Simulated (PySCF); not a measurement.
# CH8NOSSi3: g tensor and hyperfine couplings

Species: CH₈NOSSi₃ (doublet state).
Z-matrix (Å and degrees, GFN2-xTB geometry), rows numbered from 1:
```
N 
C   1  1.2210
Si  2  1.8434  1  140.50
S   3  2.1641  2  101.55  1   104.84
Si  4  2.1323  3  102.96  2   -73.43
O   5  1.6060  4  107.68  3   175.68
Si  6  1.6265  5  156.66  4    13.84
H   1  1.0143  2  124.24  3  -174.06
H   3  1.4642  2  124.22  1   -14.79
H   3  1.4553  2  105.45  1  -146.11
H   5  1.4541  4  109.93  3    59.72
H   5  1.4554  4  109.50  3   -67.49
H   7  1.4581  6  109.27  5   -13.67
H   7  1.4611  6  104.86  5   106.95
H   7  1.4606  6  103.77  5  -134.21
```

The hyperfine couplings belong to this conformer and change with its torsions.

As a line formula: `[H]/N=[C]/[SiH2]S[SiH2]O[SiH3]` [radical].

Level of theory: PySCF 2.14.0, UKS B3LYP, pcH-1 on C H N O S Si, non-relativistic, mean-field spin-orbit, GIAO. One conformer (not necessarily the lowest) at the GFN2-xTB geometry, without solvent, vibrations or thermal averaging. GFN2-xTB frequencies show an imaginary mode (24i cm⁻¹), so this geometry is no minimum at that level. A GFN2-xTB geometry isn't a minimum of the functional, and hyperfine couplings can be far from their values at a DFT geometry. Stability of the SCF solution: not tested.

| Property | Result |
| --- | --- |
| g1, g2, g3 | 1.99859, 2.00198, 2.00349 |
| g_iso | 2.00135 |
| Form of g | rhombic: the two nearest values differ by 31 % of g3 − g1 |
| ⟨S²⟩ | 0.7529 (exact 0.7500) |
| HOMO–LUMO gap, α and β orbitals | 3.73, 4.96 eV |
| Total energy | -1439.66583 Eh |

Isotropic coupling and dipolar principal values T1 to T3, in MHz; ρ(0) is the spin density at the nucleus:

```tsv
atom	isotope	a_iso	of which spin–orbit	T1	T2	T3	Mulliken spin population	ρ(0) (bohr⁻³)
N1	14N	31.5	-0.1	-15.1	-13.1	28.2	0.18	0.0977
C2	13C	130.3	-0.3	-54.1	-50.8	104.8	0.63	0.1161
Si3	29Si	-135.8	0.2	-23.9	8.9	15.1	0.08	0.1530
S4	33S	1.4	0.0	-0.9	0.0	0.8	0.00	0.0040
Si5	29Si	-0.2	0.0	-0.4	0.0	0.4	0.00	0.0002
O6	17O	0.0	0.0	-0.1	0.1	0.1	0.00	-0.0001
Si7	29Si	0.0	0.0	-0.1	0.0	0.1	0.00	0.0000
H8	1H	175.7	0.0	-15.4	-8.3	23.7	0.05	0.0393
H9	1H	92.3	0.0	-3.5	-1.2	4.7	0.06	0.0207
H10	1H	-3.2	0.0	-4.1	-2.1	6.2	0.00	-0.0007
H11	1H	-0.2	0.0	-1.6	-1.5	3.1	0.00	-0.0001
H12	1H	0.2	0.0	-0.9	-0.6	1.5	0.00	0.0000
H13	1H	0.0	0.0	-0.3	-0.3	0.5	0.00	0.0000
H14	1H	0.0	0.0	-0.2	-0.2	0.3	0.00	0.0000
H15	1H	0.0	0.0	-0.2	-0.2	0.4	0.00	0.0000
```

Largest spin populations (Mulliken): C2 (+0.63), N1 (+0.18) and Si3 (+0.08).

Under fast tumbling the dipolar parts average out, and these isotropic splittings remain: 1 × 1H (H8, I = 1/2, 2 lines) with 6.27 mT, 2 × 1H (H9/H10, I = 1/2, 3 lines) with 1.59 mT and 1 × 14N (N1, I = 1, 3 lines) with 1.12 mT.

Class means assume fast exchange of nuclei equivalent by connectivity; if that motion is slow, each nucleus keeps its own coupling. The 1H value of +44.6 MHz is a mean of couplings from -3.2 to 92.3 MHz in this one geometry, not an average over conformers.

The 13C coupling of C2 (130.3 MHz) shows only in satellite lines or after enrichment, since that isotope makes up about 1.07 % of natural carbon.

The 29Si coupling of Si3 (-135.8 MHz) shows only in satellite lines or after enrichment, since that isotope makes up about 4.7 % of natural silicon.

On one thread, Arm Neoverse V1 (aarch64), on a shared host, this took 2.2 min of wall time (with the writing of density and orbital grids) and 1.1 GiB of memory at its peak.
